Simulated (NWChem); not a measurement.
Species: BeNH2Br; SMILES [Be]([Br])[NH2]

```xyz
5

Be     0.0000     0.0000    -1.1375
Br     0.0000     0.0000     0.8411
N      0.0000     0.0000    -2.6358
H      0.0000    -0.8281    -3.2184
H      0.0000     0.8281    -3.2184
```
Atoms are numbered in this order, from 1.

Computed with NWChem. Medium grid unless said otherwise, to which SCAN and Minnesota functionals are sensitive. Geometry: optimised at B3LYP/6-31G* (spherical d). B3LYP is NWChem's, with the RPA form of VWN correlation.

Q: Order these by “dipole (D)”, lowest first: PBE/def2-SVP; BHandHLYP/def2-SVP; LC-wPBE (HJS exchange hole, range parameter 0.4 per bohr)/def2-SVP; N12/def2-SVP; SCAN/def2-SVP.

A: N12/def2-SVP (2.27), PBE/def2-SVP (2.35), BHandHLYP/def2-SVP (2.41), SCAN/def2-SVP (2.46), LC-wPBE (HJS exchange hole, range parameter 0.4 per bohr)/def2-SVP (2.53)
